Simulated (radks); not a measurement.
The numbers below are computed, except where a source is named.
Ionisation of the chromium ion Cr2+, [Ar] 3d4, to [Ar] 3d3 as the strength of local exchange is varied. Code: a radial shooting solver on a logarithmic mesh with Libxc functionals. Model: scalar-relativistic Kohn-Sham, Slater X-alpha exchange (alpha = 2/3 is LDA exchange), no correlation, spin-polarised, spherical densities, finite nucleus; open shells are filled with parallel spins first; Fermi nuclear charge, rms radius 3.6452 fm.

\begin{tabular}{lrrrrr}
alpha & E(Cr2+) (hartree) & exchange (hartree) & IE (eV) & -e of the level emptied (eV) & <r> of it (bohr) \\ \hline
0.581 & -1040.19309 & -38.32390 & 29.045 & 21.488 (3d) & 1.261 \\
0.63 & -1043.43191 & -41.68222 & 30.134 & 22.446 (3d) & 1.239 \\
0.667 & -1045.88405 & -44.23092 & 30.975 & 23.190 (3d) & 1.223 \\
0.779 & -1053.34077 & -52.01290 & 33.612 & 25.545 (3d) & 1.179 \\
0.917 & -1062.59855 & -61.73902 & 37.051 & 28.658 (3d) & 1.130 \\
0.995 & -1067.86525 & -67.30313 & 39.086 & 30.519 (3d) & 1.104 \\
1.032 & -1070.37212 & -69.95929 & 40.074 & 31.427 (3d) & 1.093 \\
\end{tabular}

NIST Atomic Spectra Database: 30.96 eV (measured). The Delta-SCF value meets it near alpha = 0.67. Open shells are spherical and high-spin; term and fine-structure splittings are not resolved.
